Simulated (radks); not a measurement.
The nuclear charge of the thulium ion Tm2+ is varied continuously with 67 electrons held in [Xe] 4f13. Calculated with a radial shooting solver on a logarithmic mesh with Libxc functionals: Dirac Kohn-Sham, PBE, spin-unpolarised, spherical densities, point nucleus; open shells fill j = l - 1/2 first. By the Hellmann-Feynman theorem dE/dZ = E(electron-nucleus)/Z, the electronic potential at the nucleus.

\begin{tabular}{lrrrrr}
Z & E (hartree) & E(electron-nucleus)/Z (hartree) & HOMO & e(HOMO) (eV) & <r> HOMO (bohr) \\ \hline
68 & -13099.4285 & -476.684 & 4f7/2 & -3.301 & 0.9557 \\
68.5 & -13339.1198 & -482.074 & 4f7/2 & -9.322 & 0.8618 \\
69 & -13581.4999 & -487.445 & 4f7/2 & -16.973 & 0.8096 \\
69.5 & -13826.5650 & -492.817 & 4f7/2 & -25.693 & 0.7708 \\
70 & -14074.3179 & -498.197 & 4f7/2 & -35.285 & 0.7391 \\
\end{tabular}

The central difference of E at Z = 69 is -487.445 hartree, to compare with the third column; the second derivative is -10.7 hartree.
